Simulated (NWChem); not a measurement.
Species: BF

Results from NWChem. Geometry: optimised at B3LYP/6-31G* (spherical d). Ions are spin-unrestricted doublets at the neutral geometry; other ion states weren't tried.

For level B3LYP/def2-SVP:

| Item | Value |
|---|---|
| −ε(HOMO) (eV) | 7.69 |

Task: Estimate the same quantities for level PBE/def2-SVP.

Result: The −ε(HOMO) (eV) is 6.61.
